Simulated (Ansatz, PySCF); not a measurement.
H2I2OSi. Atoms are numbered in the order given.

```xyz
6

Si     0.4656     0.9907     0.0000
O     -0.3758     2.4268     0.0000
I     -0.0384    -0.3490    -2.0104
I     -0.0384    -0.3490     2.0104
H      1.9101     1.3554     0.0000
H     -1.3480     2.3536     0.0000
```
Charge 0, spin multiplicity 1.

Geometry optimised at PBE-D3(BJ)/def2-SVP. The structure was generated by enumeration, and PubChem lists no compound with its InChIKey, so it may never have been made. The def2 effective core potentials stand for the cores of I; spin–orbit coupling is left out. Other conformers were not sampled.

Vertical ionisation energy (IE) and electron affinity (EA) in eV. Rows of orbital energies are one-electron estimates. Where ΔSCF, EOM or ADC give a negative EA the extra electron is unbound and the value depends on the basis.

```
level                                                                             IE          EA
------------------------------------------------------------------------  ----------  ----------
−ε(HOMO), −ε(LUMO), PBE0/def2-TZVP (PySCF)                                      7.65        1.48
−ε(HOMO), −ε(LUMO), PBE/def2-TZVP (PySCF)                                       6.52        2.28
ΔSCF, CAM-B3LYP/def2-SVPD (Ansatz), final states of multiplicity 2 and 2  (withheld)  (withheld)
ΔSCF, PBE/def2-SVPD (Ansatz), final states of multiplicity 2 and 2              9.19        0.23
```

**Question.** Complete the blanks. (Estimate from the structure and the level; the computed values follow.)

**Answer.** 
- ΔSCF, CAM-B3LYP/def2-SVPD (Ansatz, an electronic-structure program), final states of multiplicity 2 and 2, IE: 9.75
- ΔSCF, CAM-B3LYP/def2-SVPD (Ansatz), final states of multiplicity 2 and 2, EA: 0.08

**Question.** What vertical singlet–triplet gap does ΔSCF give with CAM-B3LYP/def2-SVPD (Ansatz) and with PBE/def2-SVPD (Ansatz)? (The exact figures need the calculation; the answer reports its results.)

**Answer.** 4.70 and 4.15 eV (triplet above singlet where positive).
